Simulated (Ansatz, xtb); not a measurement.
**Relative energy of two isomers of C5H10Cl2**

Structure I is `C[C@H](Cl)C(C)(C)Cl`, a singlet and structure II is `C[C@H](Cl)CCCCl`, a singlet. Both are isolated molecules in the gas phase, relaxed with B3LYP-D3(BJ)/def2-SVP, each in the lowest conformer that the search found.

I (Å):

```xyz
17

C    -1.5188    0.4791   -0.2687
C    -0.3631    0.1535    0.6618
C     0.9723   -0.2409   -0.0094
C     1.4652    0.7726   -1.0340
C     2.0491   -0.5858    1.0143
Cl   -0.0765    1.6053    1.7465
Cl    0.5965   -1.8159   -0.9149
H    -1.7148   -0.3762   -0.9306
H    -1.2999    1.3634   -0.8836
H    -2.4233    0.6889    0.3188
H    -0.6421   -0.6547    1.3507
H     1.6315    1.7395   -0.5350
H     0.7396    0.9150   -1.8456
H     2.4127    0.4343   -1.4758
H     2.3390    0.3180    1.5686
H     1.6837   -1.3341    1.7327
H     2.9343   -0.9937    0.5069
```

II (Å):

```csv
atom,x (Å),y (Å),z (Å)
C,0.7497,-2.3109,-1.4093
C,-0.1129,-1.1219,-1.0254
C,0.1404,-0.6299,0.3942
C,-0.6353,0.6196,0.8202
C,-2.1249,0.5943,0.5205
Cl,0.1713,0.2364,-2.2274
Cl,-2.9515,-0.8587,1.2319
H,1.8188,-2.0575,-1.3405
H,0.5359,-2.6407,-2.4357
H,0.5466,-3.1502,-0.7239
H,-1.1748,-1.3755,-1.1481
H,1.2195,-0.4466,0.5263
H,-0.1278,-1.4654,1.0630
H,-0.2265,1.4998,0.2959
H,-0.4792,0.7843,1.8985
H,-2.6309,1.4732,0.9404
H,-2.3176,0.5643,-0.5597
```

Question: Which of the two would you expect CCSD(T)/def2-SVP + ΔMP2/def2-TZVPP electronic energies to favour?

Answer: Structure I; the calculation gives E(II) − E(I) = +13.8 kJ/mol.

Level by level:

```csv
level,geometry,E(II) − E(I) (kJ/mol),departure from the last row (kJ/mol),"job, with rough time for the two"
GFN2-xTB,GFN2-xTB,+21.5,+7.7,"optimisation, 0.27 s"
HF/STO-3G,GFN2-xTB,−2.8,−16.6,"single point, 0.53 s"
r2SCAN-D4/def2-SVP,GFN2-xTB,+17.5,+3.8,"single point, 5.3 s"
B3LYP-D3(BJ)/def2-SVP,B3LYP-D3(BJ)/def2-SVP,+10.9,−2.8,"optimisation, 42 s"
HF/def2-SVP,B3LYP-D3(BJ)/def2-SVP,+0.3,−13.5,part of the CCSD(T) run
MP2/def2-SVP,B3LYP-D3(BJ)/def2-SVP,+21.2,+7.4,part of the CCSD(T) run
CCSD(T)/def2-SVP,B3LYP-D3(BJ)/def2-SVP,+17.9,+4.1,single point
CCSD(T)/def2-SVP + ΔMP2/def2-TZVPP,B3LYP-D3(BJ)/def2-SVP,+13.8,,"single point, 2.1 min"
```

As drawn, both hold the same kinds of bond in the same numbers. Structure I has 3 methyl groups, II 1.

HF/STO-3G puts the two in the other order. HF/def2-SVP finds them nearly level. The largest departure from CCSD(T)/def2-SVP + ΔMP2/def2-TZVPP is that of HF/STO-3G, 16.6 kJ/mol. The last row adds to CCSD(T) the change of the MP2 difference between the two basis sets, here −4.1 kJ/mol.

With thermal terms from frequencies at re-optimised GFN2-xTB minima (ideal gas, soft modes damped towards free rotors, one conformer each, 298.15 K, 1 atm): the zero-point term adds +2.7 kJ/mol; ΔH is +15.7 and ΔG +14.4 kJ/mol.

The correlated steps freeze 15 core orbitals. Run with Ansatz 0.2.0, xtb 6.7.1; the last row on 4 threads of Arm Neoverse V1 on a shared host.
